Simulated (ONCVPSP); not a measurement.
# zirconium (Zr): one change to an ONCV potential, before and after

```json
{
 "Element": "Zr",
 "Generator": "ONCVPSP 4.0.1",
 "Type": "optimised norm-conserving Vanderbilt (ONCV)",
 "Functional": "PBEsol",
 "Relativity": "scalar-relativistic",
 "Frozen core": "[Ar] 3d10",
 "Valence charge": "12",
 "Reference configuration": "4s2 4p6 4d2 5s2",
 "Partial waves": "4s+5s: rc 2.20 bohr, ncon 5, nbas 8, qcut 5.9 1/bohr, 2 projectors; 4p: rc 1.30 bohr, ncon 4, nbas 7, qcut 7.6 1/bohr, 1 projector; 4d: rc 2.60 bohr, ncon 3, nbas 8, qcut 4.8 1/bohr, 1 projector",
 "Local potential": "polynomial inside 1.15 bohr (lpopt 3, dvloc0 1 Ha)",
 "Core correction": "Teter function, fcfact 1.75, rcfact 1.1"
}
```

Change: s: qcut 8.4.

Cutoffs: the cutoffs (Ha) at which the residual kinetic energy of the hardest occupied pseudo-wave falls to 1 and 0.1 mHa per electron; they do not see the model core or the augmentation charge, which bear on the density cutoff. Errors are all-electron minus pseudo energies relative to the spin-unpolarised reference configuration.

**Question.** Predict the effect on cutoff, ghosts and configuration errors.

**Answer.** The potential gets neither clearly harder nor softer (25 Ha and 43 Ha → 25 Ha and 43 Ha); the p channel sets the loose cutoff, while the largest relative change is in s, which becomes harder; of the 4 tests that both files solve, the error grows in 0 and shrinks in 2 by more than 15 % and 0.3 meV (median size 11.3 → 10.5 meV); neither file shows a bound ghost.

| quantity | base | changed |
| --- | --- | --- |
| cutoff, loose | 25 Ha | 25 Ha |
| cutoff, tight | 43 Ha | 43 Ha |
| loose cutoff by channel | s 13 Ha, p 25 Ha, d 9.1 Ha | s 19 Ha, p 25 Ha, d 9.1 Ha |
| bound ghosts | none | none |
| GHOST(+) flags under 300 eV | d at 297.8 eV | s at 174.4 eV, d at 297.8 eV |
| error for 4s2 4p6 4d2 5s1, meV [ΔE 7.17 eV] | -1.4 | -0.9 |
| error for 4s2 4p6 4d2 5s0, meV [ΔE 20.08 eV] | -8.4 | -5.3 |
| error for 4s2 4p6 4d1 5s0, meV [ΔE 42.67 eV] | +14 | +16 |
| error for 4s2 4p6 4d2 5s0 5p2, meV [ΔE 6.27 eV] | +34 | +36 |
| s: phases at 2.24 bohr within 0.05 rad from the reference energy up to (Ha; the scan ends near 5) | 4.0 | 4.5 |
| p: phases at 1.32 bohr within 0.05 rad from the reference energy up to (Ha; the scan ends near 5) | 3.1 | 3.1 |
| d: phases at 2.63 bohr within 0.05 rad from the reference energy up to (Ha; the scan ends near 5) | 0.8 | 0.8 |
| rms error of d²Exc/dni dnj with the model core, mHa | 1.44 | 1.56 |
